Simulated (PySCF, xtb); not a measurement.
In(H)(F)(Me) (CH₄FIn), SMILES [CH3][InH][F].

GFN2-xTB (xtb) at its own geometry gives an orbital gap of 3.80 eV and a dipole moment of 4.65 D.

Geometry optimised at PBE-D3(BJ)/def2-SVP. The def2 effective core potentials stand for the cores of In; spin–orbit coupling is left out.

**Question.** What does PBE0/def2-TZVPD in PySCF give? (The exact figures need the calculation; the answer reports its results.)

**Answer.** gap 6.68 eV (levels -8.19 and -1.51 eV), dipole 3.68 D.
